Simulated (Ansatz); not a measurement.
Mulliken charges of `F[Si](F)(Br)Br` from ωB97M-V/def2-TZVPP in Ansatz (PBE0-D4/def2-TZVP geometry).

```csv
atom,x (Å),y (Å),z (Å),charge (e)
F1,1.354,-0.946,-0.143,-0.256
Si2,0.049,-0.092,0.060,0.740
F3,-0.600,-0.541,1.421,-0.256
Br4,-1.337,-0.506,-1.562,-0.114
Br5,0.583,2.011,0.182,-0.114
```

**Question.** By hand: the dipole of these point charges (1 e Å = 4.8032 D).

**Answer.** Σ q r = (-0.071, 0.141, -0.125) e Å, of length 0.201 e Å = 0.97 D.

**Question.** How does the dipole of the full density compare? (Estimate.)

**Answer.** Computed: (-0.057, 0.114, -0.101) e Å, 0.78 D; the point charges give 1.24 times that, at 0° from its direction.

Point charges leave out the atoms' own dipoles, such as those of lone pairs, and Mulliken's split depends on the basis, so the two needn't agree.
